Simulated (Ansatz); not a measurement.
Basis-set extrapolation for `[CH3][AlH][O][SiH2]O` (PBE0-D4/def2-TZVP geometry, frozen core, the Gaussian-basis code of Ansatz). Multiplicity 1, RHF reference.

```tsv
	def2-TZVPP	def2-QZVPP
HF	-722.798548	-722.825341
MP2 correlation	-0.854376	-0.920253
CCSD(T) correlation	-0.926186	not run
```

Energies in hartree. Use E(X) = E(∞) + A·exp(−7.88·√X) for Hartree–Fock and E(X) = E(∞) + B·X^(−2.97) for correlation, with X = 3 and 4, and add CCSD(T) minus MP2 of the smaller set to the MP2 limit.

Task: What is the CCSD(T) energy at the basis-set limit?

Result: HF limit: -722.825341 + (-0.026793) × 0.13774 = -722.82903. MP2 limit: -0.920253 + (-0.065877) × 0.74074 = -0.96905. Higher-order term: -0.926186 − (-0.854376) = -0.07181. Total: -723.86989 hartree, 381.1 kJ/mol below CCSD(T)/def2-TZVPP.
